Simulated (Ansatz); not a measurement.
Compare A (`CC(Cl)[SiH2]Cl`) with its isomer B (`C[SiH2]C(Cl)Cl`).

Calculated with Ansatz (gas phase, PBE0-D4/def2-TZVP geometries, no zero-point term in ΔE). CCSD(T)/CBS is the MP2 limit (def2-TZVPP, def2-QZVPP) plus CCSD(T) − MP2 in def2-TZVPP, frozen cores. Functionals use def2-TZVPP. One conformer a species, not always the lowest.

A:

Z-matrix (Å, degrees):
```
C
C 1 1.511
H 1 1.093 2 109.4
H 1 1.092 2 111.1 3 -119.7
H 1 1.092 2 111.2 3 119.6
Cl 2 1.805 1 110.9 3 179.7
Si 2 1.879 1 115.6 3 -64.0
H 2 1.092 1 111.0 3 62.7
Cl 7 2.062 2 108.9 1 60.3
H 7 1.478 2 110.4 1 178.8
H 7 1.480 2 109.3 1 -57.7
```

B:

Z-matrix (Å, degrees):
```
C
Si 1 1.859
H 1 1.092 2 110.6
H 1 1.092 2 110.6 3 -120.2
H 1 1.092 2 110.4 3 119.9
C 2 1.903 1 109.9 3 60.1
H 2 1.487 1 112.2 3 -58.2
H 2 1.487 1 112.2 3 178.3
Cl 6 1.778 2 109.8 1 61.3
Cl 6 1.778 2 109.8 1 -61.3
H 6 1.088 2 113.3 1 -180.0
```

**Question.** Which isomer does CCSD(T)/CBS put lower? Give the gap. (An estimate is asked.)

**Answer.** The calculation gave: A, by 133.7 kJ/mol.

**Question.** Give E(B) − E(A) in kJ/mol with PBE0-D4, ωB97M-V, CCSD(T)/def2-TZVPP, HF/def2-TZVPP, r2SCAN-D4, CCSD/def2-TZVPP, B2PLYP. (An estimate is asked.)

**Answer.** The calculation gave: PBE0-D4 131.1, ωB97M-V 132.1, CCSD(T)/def2-TZVPP 133.0, HF/def2-TZVPP 147.6, r2SCAN-D4 131.5, CCSD/def2-TZVPP 135.7, B2PLYP 133.2. None reverses the order clearly.

Largest T1 diagnostic: 0.010.

From PBE to PBE0 (25 % exact exchange), in def2-TZVPP and without D4, E(B) − E(A) moves by +7.1 kJ/mol. In def2-TZVPP, CCSD(T) changes the Hartree–Fock value by −14.6 kJ/mol (the triples alone add −2.7 kJ/mol) and MP2 by −11.3 kJ/mol.
